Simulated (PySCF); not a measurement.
Species: 4-chlorobenzotrifluoride, C7H4ClF3.
Atom-mapped SMILES: `[F:1][C:2]([F:3])([F:4])[c:5]1[cH:6][cH:7][c:8]([Cl:9])[cH:10][cH:11]1` (hydrogens: H12 on C6; H13 on C7; H14 on C10; H15 on C11)

Computed, not measured: PySCF 2.14.0, PBE0-D3(BJ)/def2-SVP geometry optimisation, gas phase.

Give the optimised bond lengths and angles.

```tsv
bond	length (Å)
F1–C2, C2–F3, C2–F4	1.337
C2–C5	1.503
C5–C6, C5–C11	1.395
C6–C7, C10–C11	1.391
C7–C8, C8–C10	1.395
C8–Cl9	1.728
C6–H12, C11–H15	1.092
C7–H13, C10–H14	1.091
```

Bonds in one row agree within 0.01 Å and their mean is given. A selection of angles:
```tsv
angle	degrees
F1–C2–F3	106.9
F1–C2–C5	111.6
C2–C5–C6	120.5
C6–C5–C11	120.0
C5–C6–C7	120.2
C5–C6–H12	119.9
C7–C6–H12	119.9
C6–C7–C8	119.3
C6–C7–H13	120.9
C8–C7–H13	119.8
C7–C8–Cl9	119.5
C7–C8–C10	121.0
```

Torsions: F1–C2–C5–C6 -99° (anticlinal). The mirror-image conformer, all signs reversed, is as good.

Of the pairs four or more bonds apart, F4···H12 is among the closest relative to their van der Waals radii: 2.42 Å, 91 % of the sum of Bondi's values. All 3 C–F bonds measure 1.335 to 1.338 Å. The 6-membered ring C5–C6–C7–C8–C10–C11 has internal angles of 119.3° to 121.0°; it is planar, 0.00 Å rms from its mean plane, widest ring torsion 0°. The C–C distances run from 1.390 Å (C10–C11, aromatic) to 1.503 Å (C2–C5, drawn single), a spread of 0.113 Å.

Point group: near Cs, missed by 0.36 Å at most; the miss may be what the optimiser left on a soft mode. Stationary, but not proved a minimum.

The run took 1.7 min of wall time on one thread of an AMD EPYC 7R43, on a shared host, and the process peaked at 0.84 GiB of memory. These figures are those of the optimisation.
